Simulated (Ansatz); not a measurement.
Stepwise reaction of `[NH2][Hf]([F])([Cl])[Cl]` with hydrogen fluoride, as a gas-phase model of exchange steps in deposition or etching. ΔE in kJ/mol.

Computed with Ansatz on PBE0-D4/def2-TZVP structures; ΔE is electronic, products minus reactants. CCSD(T)/CBS is the MP2 limit (def2-TZVPP, def2-QZVPP) plus CCSD(T) − MP2 in def2-TZVPP, frozen cores. This one scheme is used for every species. Functionals use def2-TZVPP. B3LYP here is the variant with VWN-RPA as its local correlation; programs differ in this. Elements past krypton have def2 core potentials. For Hf outer-core shells are correlated without core-valence functions, which leaves a few kJ/mol of doubt a bond. One conformer a species, not always the lowest.

```
step                                                          reaction  PBE-D4  B3LYP-D4  ωB97M-V  CCSD(T)/CBS
   2  `[NH2][Hf]([F])([F])[Cl]` + H–F → `[NH2][Hf]([F])([F])[F]` + HCl   -16.5     -17.5    -16.2         -8.8
```

(1) Give the row of step 1, `[NH2][Hf]([F])([Cl])[Cl]` + H–F → `[NH2][Hf]([F])([F])[Cl]` + HCl. (Estimate.)

(2) By hand: ΔE of the 2 steps together at CCSD(T)/CBS.

Results:

(1) The calculation gave: 
| step | reaction | PBE-D4 | B3LYP-D4 | ωB97M-V | CCSD(T)/CBS |
| --- | --- | --- | --- | --- | --- |
| 1 | `[NH2][Hf]([F])([Cl])[Cl]` + H–F → `[NH2][Hf]([F])([F])[Cl]` + HCl | -19.6 | -20.1 | -19.5 | -10.7 |

(2) (-10.7) + (-8.8) = -19.5 kJ/mol, or -9.8 kJ/mol a step.

In ΔE the steps differ by no more than 1.9 kJ/mol. All are downhill at CCSD(T)/CBS. PBE-D4 differs from CCSD(T)/CBS by -8.9 to -7.7 kJ/mol a step. Isolated molecules leave out the surface, adducts and barriers. Largest T1 diagnostic: 0.016.
